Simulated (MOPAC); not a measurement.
A run for MOPAC: PM6 on CH4OSn (SMILES [CH3][Sn][OH]), a point of a torsion scan.

```
PM6 1SCF PRECISE CHARGE=0 THREADS=1
CH4OSn

C     -1.01095647 1    -0.04892189 1    -0.01614136 1
Sn     0.55566815 1     1.54697595 1    -0.40224390 1
O      2.10359911 1     0.35772894 1     0.23362094 1
H     -1.10222925 1    -0.70580031 1    -0.88471111 1
H     -2.00795865 1     0.34100074 1     0.20153625 1
H     -0.69795240 1    -0.66936954 1     0.82392646 1
H      3.00081998 1     0.40670340 1    -0.08489884 1
```

The log:

```
*******************************************************************************
 **                                                                           **
 **                              MOPAC v23.2.5                                **
 **                                                                           **
 *******************************************************************************
 ** MOPAC's Digital Object Identifier: https://doi.org/10.5281/zenodo.6511958 **
 **                                                                           **
 ** Please cite the open-source release paper for use of this MOPAC version:  **
 ** J. E. Moussa and J. J. P. Stewart (2026)                                  **
 ** MOPAC: An open-source semiempirical molecular orbital program             **
 ** J. Open Source Softw., 11(119), 8025, https://doi.org/10.21105/joss.08025 **
 *******************************************************************************

                              PM6 CALCULATION RESULTS

 *******************************************************************************
 *  PM6        - The PM6 Hamiltonian to be used
 *
 *
 *
 *                 CHARGE ON SYSTEM = 0
 *
 *
 *
 *  PRECISE    - TIGHTER CRITERIA TO BE USED
 *  1SCF       - DO 1 SCF AND THEN STOP
 *  THREADS=1  - MULTI-THREADING NOT USED
 *  T=         - A TIME OF 172800.0 SECONDS REQUESTED
 *  DUMP=N     - RESTART FILE WRITTEN EVERY 7200.0 SECONDS REQUESTED
 *******************************************************************************
PM6 1SCF PRECISE CHARGE=0 THREADS=1
 CH4OSn

   ATOM   CHEMICAL          X               Y               Z
  NUMBER   SYMBOL      (ANGSTROMS)     (ANGSTROMS)     (ANGSTROMS)

     1       C         -1.01095647  *  -0.04892189  *  -0.01614136  *
     2      Sn          0.55566815  *   1.54697595  *  -0.40224390  *
     3       O          2.10359911  *   0.35772894  *   0.23362094  *
     4       H         -1.10222925  *  -0.70580031  *  -0.88471111  *
     5       H         -2.00795865  *   0.34100074  *   0.20153625  *
     6       H         -0.69795240  *  -0.66936954  *   0.82392646  *
     7       H          3.00081998  *   0.40670340  *  -0.08489884  *



          CARTESIAN COORDINATES

    NO.       ATOM           X           Y           Z

     1         C         -1.0110     -0.0489     -0.0161
     2        Sn          0.5557      1.5470     -0.4022
     3         O          2.1036      0.3577      0.2336
     4         H         -1.1022     -0.7058     -0.8847
     5         H         -2.0080      0.3410      0.2015
     6         H         -0.6980     -0.6694      0.8239
     7         H          3.0008      0.4067     -0.0849

 General Reference for PM6:
 "Optimization of Parameters for Semiempirical Methods V: Modification of NDDO Approximations
 and Application to 70 Elements", J. J. P. Stewart, J. Mol. Mod., 13, 1173-1213 (2007)
 URL: https://link.springer.com/article/10.1007/s00894-007-0233-4

           Empirical Formula: C H4 O Sn  =     7 atoms



      MOLECULAR POINT GROUP   :   C1


      RHF CALCULATION, NO. OF DOUBLY OCCUPIED LEVELS = 9


 -------------------------------------------------------------------------------
 PM6 1SCF PRECISE CHARGE=0 THREADS=1
 CH4OSn



     1SCF WAS SPECIFIED, SO BFGS WAS NOT USED
     SCF FIELD WAS ACHIEVED


                              PM6 CALCULATION
                                                       MOPAC v23.2.5 Linux




          FINAL HEAT OF FORMATION =        -21.39058 KCAL/MOL =     -89.49820 KJ/MOL


          COSMO AREA              =        112.56 SQUARE ANGSTROMS
          COSMO VOLUME            =        101.88 CUBIC ANGSTROMS

          IONIZATION POTENTIAL    =          8.306070 EV
          HOMO LUMO ENERGIES (EV) =         -8.306 -0.696
          NO. OF FILLED LEVELS    =          9
          MOLECULAR WEIGHT        =        150.7320         POINT GROUP:  C1

          MOLECULAR DIMENSIONS (Angstroms)

            Atom       Atom       Distance
            H     7    H     5     5.01739
           Sn     2    H     6     2.48262
            H     4    O     3     1.62564


          SCF CALCULATIONS        =          1





   ATOM   CHEMICAL          X               Y               Z
  NUMBER   SYMBOL      (ANGSTROMS)     (ANGSTROMS)     (ANGSTROMS)

     1       C         -1.01095647  *  -0.04892189  *  -0.01614136  *
     2      Sn          0.55566815  *   1.54697595  *  -0.40224390  *
     3       O          2.10359911  *   0.35772894  *   0.23362094  *
     4       H         -1.10222925  *  -0.70580031  *  -0.88471111  *
     5       H         -2.00795865  *   0.34100074  *   0.20153625  *
     6       H         -0.69795240  *  -0.66936954  *   0.82392646  *
     7       H          3.00081998  *   0.40670340  *  -0.08489884  *

                             CARTESIAN COORDINATES

   1    C       -1.010956470    -0.048921890    -0.016141360
   2   Sn        0.555668150     1.546975950    -0.402243900
   3    O        2.103599110     0.357728940     0.233620940
   4    H       -1.102229250    -0.705800310    -0.884711110
   5    H       -2.007958650     0.341000740     0.201536250
   6    H       -0.697952400    -0.669369540     0.823926460
   7    H        3.000819980     0.406703400    -0.084898840


           Empirical Formula: C H4 O Sn  =     7 atoms



      MOLECULAR POINT GROUP   :   C1


                  EIGENVALUES
 -26.83381 -23.25393 -16.74157 -13.16699 -13.07594 -12.77733 -11.41243 -11.05155
  -8.30607  -0.69584   1.29684   2.03957   6.34367   6.35018   6.48360   7.58545


              NET ATOMIC CHARGES AND DIPOLE CONTRIBUTIONS

  ATOM NO.   TYPE          CHARGE      No. of ELECS.   s-Pop       p-Pop
    1          C          -0.774692        4.7747     1.12592     3.64878
    2         Sn           0.774001        3.2260     1.83657     1.38943
    3          O          -0.809737        6.8097     1.78718     5.02256
    4          H           0.159325        0.8407     0.84068
    5          H           0.156762        0.8432     0.84324
    6          H           0.169187        0.8308     0.83081
    7          H           0.325153        0.6748     0.67485
 DIPOLE           X         Y         Z       TOTAL
 POINT-CHG.    -0.590     4.350    -2.332     4.971
 HYBRID         0.163    -3.004     1.028     3.180
 SUM           -0.427     1.346    -1.304     1.922


          ATOMIC ORBITAL ELECTRON POPULATIONS

     Atom    s        px        py        pz
    1  C   1.12592   1.21015   1.24467   1.19396
    2 Sn   1.83657   0.51206   0.70616   0.17122
    3  O   1.78718   1.39590   1.82593   1.80073
    4  H   0.84068
    5  H   0.84324
    6  H   0.83081
    7  H   0.67485

 **********************
 *                    *
 * JOB ENDED NORMALLY *
 *                    *
 **********************




 == MOPAC DONE ==
```

The run finished.

Cost: around 0.020 core-seconds (rough).
